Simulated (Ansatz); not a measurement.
BH₇OSi₂ (`BO[SiH2][SiH3]`), charge 0, multiplicity 1.

(1) Give a relaxed structure at PBE0-D4/def2-TZVP (Ansatz 0.2.0). (Best estimate.)

## Answers

(1) Ansatz gave: 
```xyz
11

B    -2.371   -0.057   -0.346
O    -1.192    0.590   -0.273
Si    0.102    0.434    0.763
Si    1.974   -0.265   -0.456
H    -2.637   -0.917    0.454
H    -3.129    0.252   -1.222
H     0.335    1.765    1.380
H    -0.234   -0.543    1.836
H     2.310    0.723   -1.515
H     1.708   -1.585   -1.089
H     3.133   -0.398    0.469
```
This is one stationary point; other conformers may exist.
